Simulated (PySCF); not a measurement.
The dipole of `CC[Si@@H](P)S[SiH3]` from its density and from atomic charges.

Coordinates (GFN2-xTB, Å) and charges (e) from the PBE0/pcSseg-1 density (PySCF):

| atom | x | y | z | Mulliken | IAO | Hirshfeld | ESP-fitted |
| --- | --- | --- | --- | --- | --- | --- | --- |
| C1 | -1.488 | -1.801 | 0.024 | -0.2755 | -0.4103 | -0.1196 | -0.3412 |
| C2 | -1.273 | -0.391 | 0.555 | -0.5599 | -0.5326 | -0.1581 | +0.1069 |
| Si3 | -0.443 | 0.765 | -0.716 | +0.4584 | +0.6515 | +0.2899 | +0.2722 |
| P4 | 0.041 | 2.670 | 0.379 | -0.1926 | -0.1147 | -0.0165 | -0.3783 |
| S5 | 1.353 | -0.134 | -1.518 | -0.5172 | -0.4313 | -0.1782 | -0.3566 |
| Si6 | 2.617 | -0.375 | 0.203 | +0.4681 | +0.5448 | +0.2969 | +0.4019 |
| H7 | -1.927 | -2.442 | 0.787 | +0.1208 | +0.1432 | +0.0416 | +0.0813 |
| H8 | -2.153 | -1.789 | -0.837 | +0.1190 | +0.1398 | +0.0399 | +0.0911 |
| H9 | -0.543 | -2.239 | -0.290 | +0.1256 | +0.1437 | +0.0300 | +0.0818 |
| H10 | -0.658 | -0.431 | 1.458 | +0.1565 | +0.1463 | +0.0357 | +0.0108 |
| H11 | -2.232 | 0.035 | 0.854 | +0.1470 | +0.1488 | +0.0399 | +0.0216 |
| H12 | -1.242 | 0.908 | -1.935 | -0.0113 | -0.1074 | -0.0760 | -0.0540 |
| H13 | 0.557 | 3.312 | -0.731 | +0.0710 | +0.0051 | -0.0077 | +0.1383 |
| H14 | -1.215 | 3.212 | 0.187 | +0.0656 | +0.0015 | -0.0076 | +0.1210 |
| H15 | 2.053 | -1.431 | 1.037 | -0.0644 | -0.1212 | -0.0717 | -0.0754 |
| H16 | 3.890 | -0.756 | -0.383 | -0.0596 | -0.0965 | -0.0648 | -0.0508 |
| H17 | 2.657 | 0.896 | 0.916 | -0.0515 | -0.1107 | -0.0734 | -0.0704 |

Question: What dipole does each set of charges give (1 e·Å = 4.803 D), and what does the density give?

Answer: The full density gives (-0.91, 0.00, 1.12) D, 1.45 D in size; dipole vectors point from the negative to the positive end.

```tsv
scheme	μx	μy	μz	size (D)	share of the full size (%)	angle to the full dipole (°)
Mulliken	-0.38	0.58	1.76	1.89	130	32
IAO	-0.14	0.41	1.24	1.32	91	37
Hirshfeld	-0.02	0.39	0.66	0.77	53	47
ESP-fitted	-0.91	0.00	1.14	1.46	101	0
```

Question: Which set comes closest?

Answer: Length of the difference vector: ESP-fitted 0.01 D, IAO 0.88 D, Mulliken 1.01 D, Hirshfeld 1.08 D. Closest: ESP-fitted. ESP charges are fitted to the potential around the molecule, whose slowest-falling term is the dipole's. 

Question: What is left for the Hirshfeld atoms' own dipoles?

Answer: The shares of the density sum to the whole, so what Σ q r misses lies in dipoles about the nuclei. The atomic dipoles sum to (-0.91, 0.00, 1.12) − (-0.02, 0.39, 0.66) = (-0.89, -0.39, 0.46) D, 1.08 D in size.

Question: With the origin at the mean of the coordinates, (0.000, 0.001, -0.001) Å, which are the largest single terms, by size, of the Mulliken dipole along the direction of the full one?

Answer: S5 +5.04, Si6 -3.34, C2 -3.32, H11 +1.46, C1 -1.27 D; all 17 atoms together +1.60 D. The single terms depend on the origin, their sum doesn't.

Question: Give the size of the full dipole in other units.

Answer: 1.45 D = 0.569 au = 0.301 e·Å = 4.82 × 10⁻³⁰ C·m.

The structure is a single GFN2-xTB conformer in the gas phase; no vibrational or solvent corrections.

Shape of the structure used: `[CH3:1][CH2:2][Si@@H:3]([PH2:4])[S:5][SiH3:6]`: C1–C2–Si3–P4 -172°, C2–Si3–S5–Si6 -62°, H–P4–Si3–C2 -178°, H–P4–Si3–C2 -85°.
